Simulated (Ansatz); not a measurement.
CH5B2ClO, 10 atoms. The species carries charge 0 and has multiplicity 1. The bonds changed during the relaxation, so this is another structure than the one it started from. All runs use 4 threads of a server CPU on a shared host. Correlated methods freeze the cores.

How many basis functions does each run have, and how long does it take in Ansatz? RKS ωB97M-V/def2-SVP energy; RKS PBE0-D4/def2-SVP energy; RKS PBE-D4/def2-TZVPP energy and forces; RHF-CCSD(T)/def2-TZVPP energy; RKS PBE0-D4/def2-TZVP relaxation (11 steps); RKS B97M-V/def2-TZVPP energy; RKS B3LYP-D4/def2-TZVPP energy and forces; RKS ωB97M-V/def2-QZVPP energy; RHF-CCSD(T)/def2-SVP energy; RKS HSE06 (plane-wave form)-D4/def2-TZVPP energy; direct RPA on PBE orbitals/def2-TZVPP energy; RHF-MP2/def2-QZVPP energy. (An estimate is asked.)

Ansatz gave: Other jobs shared the machine, so times are rough.

```
                                    level                    job  functions  wall time  peak host memory (GiB)
                     RKS PBE0-D4/def2-SVP                 energy         99      1.6 s                    0.21
                    RKS PBE-D4/def2-TZVPP      energy and forces        236        4 s                     0.3
                     RKS ωB97M-V/def2-SVP                 energy         99      4.3 s                    0.29
RKS HSE06 (plane-wave form)-D4/def2-TZVPP                 energy        236      4.8 s                    0.56
                     RHF-CCSD(T)/def2-SVP                 energy         99      7.5 s                    0.42
    direct RPA on PBE orbitals/def2-TZVPP                 energy        236      7.5 s                    0.55
                  RKS B3LYP-D4/def2-TZVPP      energy and forces        236        9 s                    0.61
                    RKS B97M-V/def2-TZVPP                 energy        236      9.5 s                    0.37
                   RKS ωB97M-V/def2-QZVPP                 energy        448       24 s                     1.8
                       RHF-MP2/def2-QZVPP                 energy        448       33 s                     2.6
                    RKS PBE0-D4/def2-TZVP  relaxation (11 steps)        191       60 s                    0.48
                   RHF-CCSD(T)/def2-TZVPP                 energy        236    2.4 min                     4.4
```

B3LYP here is the variant with VWN-RPA as its local correlation; programs differ in this.
